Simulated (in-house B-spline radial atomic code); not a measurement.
Settings and results of a run for I4+. Level of theory: scalar-relativistic (X2C) PW91, spin-polarised, spherical fractional occupations, Fermi nucleus of rms radius 4.75 fm; calculated with a radial B-spline atomic code at the basis-set limit.

Command:
```bash
python run_scf.py task.json out
```
Settings (nuclear radius in fm, mass in u):
```
Z                53
configuration    [Kr] 4d10 5s2 5p1
hamiltonian      x2c
method           pw91,pw91
spin_polarised   True
nucleus          fermi
rms_radius       4.75
atomic_mass      126.90447
speed_of_light   137.035999084
```

Output (hartree, bohr):
```
 radial grid: 70 intervals, B-splines of order 8, outer radius 30.8511 bohr

 iter        energy (Eh)    residual
    1       -7096.806518    6.50e-01
    2       -7104.801869    5.97e-01
    3       -7112.263810    1.11e-01
    4       -7112.553243    2.73e-02
    5       -7112.562707    1.08e-02
    6       -7112.565036    3.90e-03
    7       -7112.565413    1.83e-04
    8       -7112.565414    1.50e-05
    9       -7112.565414    2.56e-07

 total energy                     -7112.56541
 kinetic                            7540.4630
 electron-nucleus                 -17207.4809
 Hartree                            2736.8649
 exchange-correlation               -182.4124

 orbital      occ     eigenvalue          <r>       <r^2>       <1/r>       r_max
 1s up      1.000     -1211.5524    0.0266133 0.000970102     59.7207     0.01681
 1s down    1.000     -1211.5506    0.0266133   0.0009701     59.7208     0.01681
 2s up      1.000      -188.6288     0.116646   0.0161093     13.5953     0.09902
 2s down    1.000      -188.6280     0.116646   0.0161093     13.5953     0.09902
 2p up      3.000      -169.6282     0.102168   0.0127577     12.5261     0.07914
 2p down    3.000      -169.6267     0.102169   0.0127577     12.5261     0.07914
 3s up      1.000       -39.4161     0.313843    0.112717     4.79525      0.2858
 3s down    1.000       -39.4146      0.31384    0.112714     4.79525      0.2858
 3p up      3.000       -33.2418     0.311802    0.112856     4.46416      0.2794
 3p down    3.000       -33.2401     0.311798    0.112852     4.46418      0.2794
 3d up      5.000       -23.9235     0.288617   0.0985895     4.20107      0.2317
 3d down    5.000       -23.9219      0.28861   0.0985839     4.20113      0.2317
 4s up      1.000        -8.2870     0.739429    0.617817     1.91708      0.6807
 4s down    1.000        -8.2832      0.73932    0.617545     1.91711      0.6807
 4p up      3.000        -6.3457     0.790483    0.711937     1.73661      0.7146
 4p down    3.000        -6.3415     0.790081     0.71101     1.73713      0.7147
 4d up      5.000        -3.4970     0.913638    0.974154     1.45118       0.777
 4d down    5.000        -3.4899     0.911135    0.967916     1.45416      0.7769
 5s up      1.000        -2.1354      1.78602     3.56296    0.737298       1.633
 5s down    1.000        -2.0945      1.78252     3.55422    0.740751       1.624
 5p up      1.000        -1.6654      2.02937      4.6121    0.638936       1.841
```

Cost of the run: 0.33 s on 1 thread of Arm Neoverse V1 (shared host).

One-electron X2C: radii and densities carry no picture-change correction, so inner-shell <1/r> comes out high (for 1s by about 2 % at Z = 33, 5 % at 54, 10 % at 75, 30 % at 118) and <r> low.
